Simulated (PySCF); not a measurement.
C5H10O.

```xyz
16

C      2.6310     0.3846    -0.3540
C      1.4023     0.4107     0.1697
C      0.5589    -0.7957     0.4693
C     -0.6509    -0.9593    -0.4701
C     -1.5540     0.2639    -0.5366
O     -1.9337     0.6177     0.7805
H      3.1268    -0.5614    -0.5983
H      3.1913     1.3024    -0.5534
H      0.9459     1.3800     0.4057
H      1.1774    -1.7068     0.4174
H      0.1767    -0.7156     1.5004
H     -0.3026    -1.1836    -1.4929
H     -1.2463    -1.8247    -0.1330
H     -2.4369     0.0304    -1.1656
H     -1.0151     1.0950    -1.0349
H     -2.4719     1.4173     0.7413
```
Charge 0, spin multiplicity 1.

Geometry optimised at B3LYP-D3(BJ)/def2-SVP. The values are those of a single conformer.

Calculation: PBE/pcSseg-1 (PySCF). Non-relativistic, no solvent.

Computed absolute GIAO shielding of each atom: isotropic value and principal components (ppm):
```
atom  σ(iso)    σ11    σ22    σ33   span
----  ------  -----  -----  -----  -----
C1      59.0  -48.5   78.3  147.3  195.8
C2      32.9  -90.1   32.2  156.6  246.7
C3     145.7  126.7  141.3  169.0   42.3
C4     143.2  132.6  144.5  152.3   19.7
C5     115.0   89.8   95.7  159.4   69.7
O6     297.2  249.8  273.7  368.0  118.1
H7      25.9   22.6   25.5   29.6    7.0
H8      25.9   23.1   25.0   29.7    6.7
H9      24.7   22.0   23.2   29.0    7.0
H10     29.4   25.3   28.8   34.0    8.7
H11     28.3   24.9   27.9   32.2    7.3
H12     30.0   26.0   29.0   34.9    8.9
H13     29.2   24.9   27.8   34.8    9.8
H14     27.2   22.4   26.9   32.4    9.9
H15     27.1   23.9   26.4   30.9    7.0
H16     31.2   22.0   27.5   44.0   21.9
```
